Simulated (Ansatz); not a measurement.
A nudged elastic band was laid between two geometries of BrH + Ge2H6 (10 atoms, charge 0, multiplicity 1).

Computed with Ansatz, RKS B3LYP-D4/def2-SVP.

```yaml
movable_images: 6
climbing_image: no
spring: 5.0 eV/Å²
optimiser: quadratic models (default)
start_path: through a guess of the saddle point
force_threshold: 0.05 eV/Å
iteration_limit: 60
end_points: relaxed
```

Initial state:

```xyz
10
Properties=species:S:1:pos:R:3
Ge 0.293 -0.014 0.130
Ge 0.300 0.011 2.571
H -1.055 -0.489 3.127
H 1.397 -0.917 3.135
H 0.529 1.436 3.116
H 1.751 -0.029 -0.379
H -0.414 1.239 -0.420
H -0.425 -1.276 -0.387
Br -3.654 0.235 1.022
H -2.824 -0.195 2.107
```

Final state:

```xyz
10
Properties=species:S:1:pos:R:3
Ge -0.494 0.229 -0.681
Ge -0.159 -0.299 3.440
H -0.486 -0.680 4.897
H 1.081 -1.086 2.974
H 0.135 1.210 3.355
H 0.536 0.878 0.258
H -0.225 0.600 -2.149
H -0.547 -1.294 -0.487
Br -2.590 1.085 -0.119
H -1.354 -0.643 2.535
```

Q: What changes between the two ends?

A: Bonds broken: Ge1–Ge2, Br9–H10. Bonds formed: Ge1–Br9, Ge2–H10. BrH + Ge2H6 becomes BrGeH3 + GeH4.

Q: What energy profile does the band end with?

A: The run converged. The highest image is number 1 of 0 to 7, 0.011 eV above the first end and 0.477 eV above the last; the last end lies 0.466 eV below the first. A structure lower than the last end lies on the path between it and the top, so the climb from that side starts below the end, which may itself be a saddle point or a shallow side well. No image climbed, so the highest image needn't sit at the top of the path. A band with more images between the same ends climbed to 1.82 eV, so this one has probably stepped over the top. The orbitals stay closed-shell, which can raise the energy where a bond breaks towards radicals; this wasn't checked here.

```json
{"image": "0", "path coordinate (Å)": "0.00", "energy (eV)": "0.000", "Ge1–Ge2 (Å)": "2.44", "Br9–H10 (Å)": "1.43", "Ge1–Br9 (Å)": "4.05"}
{"image": "1", "path coordinate (Å)": "3.30", "energy (eV)": "0.011", "Ge1–Ge2 (Å)": "2.44", "Br9–H10 (Å)": "1.43", "Ge1–Br9 (Å)": "3.98"}
{"image": "2", "path coordinate (Å)": "6.61", "energy (eV)": "0.009", "Ge1–Ge2 (Å)": "2.44", "Br9–H10 (Å)": "1.43", "Ge1–Br9 (Å)": "4.02"}
{"image": "3", "path coordinate (Å)": "9.91", "energy (eV)": "-0.051", "Ge1–Ge2 (Å)": "3.73", "Br9–H10 (Å)": "2.50", "Ge1–Br9 (Å)": "2.37"}
{"image": "4", "path coordinate (Å)": "13.21", "energy (eV)": "-0.466", "Ge1–Ge2 (Å)": "4.30", "Br9–H10 (Å)": "3.52", "Ge1–Br9 (Å)": "2.33"}
{"image": "5", "path coordinate (Å)": "16.51", "energy (eV)": "-0.477", "Ge1–Ge2 (Å)": "4.25", "Br9–H10 (Å)": "3.69", "Ge1–Br9 (Å)": "2.33"}
{"image": "6", "path coordinate (Å)": "19.81", "energy (eV)": "-0.489", "Ge1–Ge2 (Å)": "4.62", "Br9–H10 (Å)": "3.75", "Ge1–Br9 (Å)": "2.34"}
{"image": "7", "path coordinate (Å)": "23.11", "energy (eV)": "-0.466", "Ge1–Ge2 (Å)": "4.17", "Br9–H10 (Å)": "3.40", "Ge1–Br9 (Å)": "2.33"}
```

Q: What is the geometry of the highest image?

A: 
```xyz
10
Properties=species:S:1:pos:R:3
Ge 0.362 0.202 0.079
Ge 0.251 0.130 2.520
H -0.736 1.196 3.048
H -0.231 -1.249 3.015
H 1.634 0.412 3.146
H 1.738 0.740 -0.372
H -0.732 1.128 -0.488
H 0.175 -1.210 -0.512
Br -3.307 -0.940 1.131
H -3.258 -0.410 2.456
```

The band took 57 iterations and of the order of 60 core-minutes.

The run took 15 min on 4 threads of Arm Neoverse V1 (shared host), peak memory 0.43 GiB.
